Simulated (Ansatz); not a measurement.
Geometry optimisation, RKS r2SCANh/STO-3G (Ansatz).

Input:

```yaml
crystal:
  periodic: [false, false, false]
  atoms:
    - { symbol: Si, position_ang: [0.0202, -0.0554, -2.0519] }
    - { symbol: H, position_ang: [1.367, -0.0062, -1.4762] }
    - { symbol: H, position_ang: [-0.4334, -1.4423, -2.0867] }
    - { symbol: H, position_ang: [0.0738, 0.48, -3.4133] }
    - { symbol: H, position_ang: [-0.8841, 0.7622, -1.2487] }
    - { symbol: F, position_ang: [-0.8426, 1.0077, 1.7016] }
    - { symbol: C, position_ang: [0.0287, 0.0618, 2.1005] }
    - { symbol: F, position_ang: [-0.319, -1.1, 1.5213] }
    - { symbol: H, position_ang: [1.0366, 0.3399, 1.7602] }
    - { symbol: H, position_ang: [-0.0472, -0.0478, 3.1931] }
basis:
  gaussian: { orbitals: STO-3G }
hamiltonian:
  xc: r2scanh
relax:
  f_tol: 0.02
  max_steps: 40
scf:
  lower_state_search: "off"
```

Run as:

```bash
$ ansatz run input.yaml --threads 1 --pin off --max-ram 2048MiB --backend cpu --events-out ev --progress --plain --runs-dir out
```

Where does it end, and by what steps?

The run converged. The force dipped under the threshold on the way, but the program's further checks kept it going. Limits of this set-up: minimal basis. After 25 steps the energy has fallen by 0.271 eV; F8 moved furthest, 0.61 Å.

```
step  energy less start (eV)  largest force component (eV/Å)  accepted
   0                  0.0000                           3.006       yes
   1                 -0.2523                           0.519       yes
   2                 -0.2601                           0.128       yes
   3                 -0.2610                           0.029       yes
   4                 -0.2615                           0.011       yes
   5                 -0.2607                           0.383        no
   6                 -0.2630                           0.106       yes
   7                 -0.2641                           0.184       yes
   8                 -0.2656                           0.139       yes
   9                 -0.2679                           0.097       yes
  10                 -0.2687                           0.071       yes
  11                 -0.2693                           0.050       yes
  12                 -0.2696                           0.043       yes
  13                 -0.2698                           0.046       yes
  14                 -0.2700                           0.044       yes
  15                 -0.2701                           0.051       yes
  16                 -0.2702                           0.049       yes
  17                 -0.2704                           0.050       yes
  18                 -0.2705                           0.047       yes
  19                 -0.2706                           0.034       yes
  20                 -0.2707                           0.022       yes
  21                 -0.2708                           0.039       yes
  22                 -0.2709                           0.031       yes
  23                 -0.2710                           0.012       yes
  24                 -0.2710                           0.031       yes
  25                 -0.2710                           0.018       yes
```

```xyz
10
Properties=species:S:1:pos:R:3
Si 0.062 -0.113 -1.899
H 1.337 -0.208 -1.235
H -0.623 -1.377 -1.836
H 0.282 0.235 -3.280
H -0.734 0.915 -1.280
F -1.111 0.931 2.210
C -0.010 0.116 1.932
F -0.376 -0.836 0.973
H 0.843 0.743 1.539
H 0.329 -0.406 2.875
```

Run time: 51 s on 1 CPU thread of a shared host.
